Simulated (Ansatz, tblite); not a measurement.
Cost and result up the ladder for the cluster Al₅Ru₂⁻ (7 atoms). Charge -1, multiplicity 1. Geometry: PBE-D4/def2-SVPD.

Cartesian coordinates in Å:
```
Ru 0.140 0.245 -0.812
Ru -1.241 -0.547 2.219
Al 1.713 1.893 -1.335
Al 1.297 -1.152 -2.286
Al -1.198 1.404 0.919
Al -1.600 -1.299 0.028
Al 0.890 -0.544 1.268
```

Ansatz on 4 threads of AMD EPYC 9R45 on a shared host; xTB runs through tblite on one thread. Times are rough, summed over both states, and most runs start from the orbitals of an earlier one. No level here is sound enough to serve as a yardstick. The other state is a quintet at its own geometry, which has other bonds, so the gap mixes isomer and spin.

In the def2 sets Ru takes a core potential; there is no spin–orbit coupling. The xTB rows come from tblite. At PBE0-D4/def2-TZVPD a broken-symmetry singlet of charge -1 lies 0.70 eV below the quintet, each at its own geometry. The structure comes from a short search, and lower isomers may exist.

Run but left out: HF/STO-3G (singlet: restricted singlet, unstable in another Hartree–Fock run and untested here); HF/def2-TZVPD, PBE0-D4/def2-TZVPD, MP2/def2-TZVPD (singlet: restricted singlet, unstable towards broken spin symmetry).

xTB has no spin-polarisation term.

```
                level  functions  wall time
             GFN1-xTB         63    0.032 s
             GFN2-xTB         63     0.21 s
    PBE-D4/def2-TZVPD        295       13 s
r2SCANh-D4/def2-TZVPD        295       35 s
 r2SCAN-D4/def2-TZVPD        295       43 s
```

(1) Estimate what each level gives for the quintet − singlet (eV).

Results:

(1) 
```
                level  quintet − singlet (eV)                                  remarks
             GFN1-xTB                    0.90                                        –
             GFN2-xTB                    0.83                                        –
    PBE-D4/def2-TZVPD                    1.03                HOMO above zero (quintet)
r2SCANh-D4/def2-TZVPD                    0.74  spin-contaminated (⟨S²⟩ 6.18) (quintet)
 r2SCAN-D4/def2-TZVPD                    0.89  spin-contaminated (⟨S²⟩ 6.13) (quintet)
```
